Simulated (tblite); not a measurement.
Compound: C₃H₉ClSSi₂.
Numbering: `[CH3:1][S:2][SiH2:3]/[C:4]([Cl:5])=[CH:6]\[SiH3:7]` (hydrogens: H8, H9, H10 on C1; H11, H12 on Si3; H13 on C6; H14, H15, H16 on Si7)

Structure used (GFN2-xTB), in Å, numbered top down from 1:
```
atom  x, y, z in Å
C1    -2.211   -0.693   -0.432
S2    -1.337   -1.605    0.883
Si3   -0.469    0.032    1.965
C4     0.257    1.251    0.711
Cl5   -0.572    2.800    0.742
C6     1.241    1.063   -0.158
Si7    2.229   -0.530   -0.367
H8    -1.488   -0.168   -1.049
H9    -2.744   -1.428   -1.024
H10   -2.913    0.006    0.011
H11    0.548   -0.587    2.799
H12   -1.518    0.725    2.704
H13    1.506    1.882   -0.819
H14    1.421   -1.519   -1.080
H15    2.642   -1.040    0.941
H16    3.402   -0.181   -1.173
```

Calculated harmonic vibrations of the isolated species, GFN2-xTB (tblite), most abundant isotopes, no scaling. Errors from tens to a few hundred cm⁻¹ against measured bands are possible. Modes of hydrogen on silicon can be 10 to 20 % off. One conformer, not necessarily the lowest. The optimisation stopped once no atom felt more than 0.01 eV/Å.

Lowest wavenumbers of the output (negative numbers stand for imaginary wavenumbers):
```
mode    cm-1
  1     -25.8
  2      44.5
  3      59.8
  4      88.5
  5     114.8
  6     150.5
  7     155.0
  8     192.3
  9     217.8
 10     307.4
 11     358.7
 12     468.8
 13     494.8
 14     515.1
 15     539.8
```

Task: Is this structure a minimum?

Result: Not by this Hessian. 1 mode is imaginary beyond 20i (26i cm⁻¹), so at this level the point lies at or near a first-order saddle. The curvature is small, so loose convergence or finite differences may be the whole cause.

Task: Which atoms move in the imaginary mode?

Result: 26i: Si7 (SiH3 silicon) 15 %, H15 (Si–H hydrogen) 15 %, S2 (sulfur bonded to C and Si) 13 %, Cl5 (vinyl chlorine) 12 %. These are shares of the mass-weighted motion.

Task: What is the remedy?

Result: Step along that mode in both directions, optimise again with tighter thresholds and repeat the frequencies. The zero-point energy of this point (63.5 kcal/mol) counts the 41 real modes alone, and thermal corrections from it aren't those of a minimum.
